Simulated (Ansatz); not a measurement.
## A relaxation, step by step

AgBr₂ (charge +1), closed shell, PBE0-D4/def2-TZVP (Ansatz 0.2.0). Settings:

```yaml
hamiltonian: {xc: pbe0, dispersion: d4}
relax: {f_tol: 0.005, max_steps: 200}
```

Start:

```
3
angstrom
Ag 0.8913 0.0263 -1.8098
Br -1.0539 -0.0310 -0.0944
Br 0.1626 0.0047 1.9042
```

| step | energy less the last (meV) | largest force component (eV/Å) |
| --- | --- | --- |
| 1 | 18.5 | 0.611 |
| 2 | 1.1 | 0.156 |
| 3 | 0.0 | 0.009 |
| 4 | 0.0 | 0.006 |
| 5 | 0.0 | 0.000 |

Step 2, positions (Å) and forces (eV/Å):

| atom | x | y | z | Fx | Fy | Fz |
| --- | --- | --- | --- | --- | --- | --- |
| Ag1 | 0.890 | 0.026 | -1.786 | -0.003 | 0.000 | -0.010 |
| Br2 | -1.047 | -0.031 | -0.074 | -0.081 | -0.002 | -0.146 |
| Br3 | 0.157 | 0.005 | 1.861 | 0.084 | 0.002 | 0.156 |

Step 3, positions (Å) and forces (eV/Å):

| atom | x | y | z | Fx | Fy | Fz |
| --- | --- | --- | --- | --- | --- | --- |
| Ag1 | 0.889 | 0.026 | -1.793 | -0.005 | 0.000 | 0.000 |
| Br2 | -1.046 | -0.031 | -0.078 | 0.009 | 0.000 | 0.000 |
| Br3 | 0.157 | 0.005 | 1.871 | -0.004 | 0.000 | 0.000 |

Step 4, positions (Å) and forces (eV/Å):

```tsv
atom	x	y	z	Fx	Fy	Fz
Ag1	0.889	0.026	-1.795	-0.003	0.000	0.000
Br2	-1.044	-0.031	-0.078	0.006	0.000	0.001
Br3	0.155	0.005	1.873	-0.003	0.000	-0.001
```

Last step (5):

```xyz
3
angstrom
Ag 0.8879 0.0262 -1.7976
Br -1.0416 -0.0307 -0.0777
Br 0.1537 0.0045 1.8753
```

Hardware: 4 CPU threads of an AMD EPYC 9R45, shared host. Wall time about 4.8 s.
